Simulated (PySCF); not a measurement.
F2Hf, SMILES [F][Hf][F], multiplicity 1. Geometry optimised at PBE-D3(BJ)/def2-TZVP. The spin state was assumed, not searched. The def2 effective core potentials stand for the cores of Hf; spin–orbit coupling is left out.

Computed equilibrium geometry at PBE-D3(BJ)/def2-TZVP (PySCF confirms it by a frequency run) as a Z-matrix, and its point group:
point group C2v.
```
Hf
F 1 1.8833
F 1 1.8833 2 121.77
```
